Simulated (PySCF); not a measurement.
# How methods differ on the interval between two levels of Ni³⁺

Ni³⁺ [Ar] 3d7 [4F9/2, M_J = 9/2] → Ni³⁺ [Ar] 3d6 4s1 [6D9/2, M_J = 9/2], as a difference of total energies. Calculation: PySCF 2.14, in x2c-TZVPall-2c (6s7p4d1f, 54 functions); the two-component X2C-1e Hamiltonian. Correlated levels: [Ne] frozen. "Screened" scales the spin-orbit matrix elements by Boettger's factors to mimic the two-electron term; Breit and QED terms are absent.

```tsv
method	interval between two levels (cm⁻¹)
GHF (spin-free)	104870
GMP2 (spin-free)	113370
GHF (screened spin-orbit)	105180
GMP2 (screened spin-orbit)	113670
```

The labels give the starting determinants; with spin-orbit coupling the two ends relaxed to ⟨J²⟩ = 24.75, ⟨L²⟩ = 12.03, ⟨S²⟩ = 3.74 and ⟨J²⟩ = 24.76, ⟨L²⟩ = 6.02, ⟨S²⟩ = 8.74.
